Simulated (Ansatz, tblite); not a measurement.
Forces on the cluster Mg₃O₃⁺ at its r2SCAN-D4/def2-SVP geometry. The state is a doublet with charge 1.

The xTB rows come from tblite. The structure holds 1 bond(s) between oxygen atoms. Another isomer (doublet) lies 0.85 eV lower at PBE0-D4/def2-TZVP; other spin states weren't run for this one.

GFN1-xTB (tblite), largest force 1.72 eV/Å:

```xyz
6
positions Å, forces eV/Å
Mg   -1.111    0.954   -0.491    0.243   -0.133    0.516
Mg    1.312   -1.517   -1.554   -0.120    0.138    0.141
Mg    0.238    0.055    1.524   -0.358    0.266   -0.380
O     0.867    0.181   -0.501   -1.271   -1.093    0.364
O    -1.108    1.282    1.314    0.469   -0.543   -0.556
O    -0.199   -0.955   -0.292    1.037    1.364   -0.086
```

GFN2-xTB (tblite), largest force 1.59 eV/Å:

```
Mg 0.138 -0.158 -0.148
Mg -0.637 0.737 0.755
Mg 0.127 -0.149 -0.167
O -1.014 -1.216 0.140
O 0.251 -0.290 -0.297
O 1.135 1.076 -0.282
```

PBE-D4/def2-TZVP (Ansatz), largest force 0.27 eV/Å:

```
Mg 0.085 -0.065 0.084
Mg -0.052 0.060 0.061
Mg -0.053 0.027 -0.123
O 0.227 0.098 -0.108
O -0.110 0.127 0.130
O -0.097 -0.247 -0.044
```
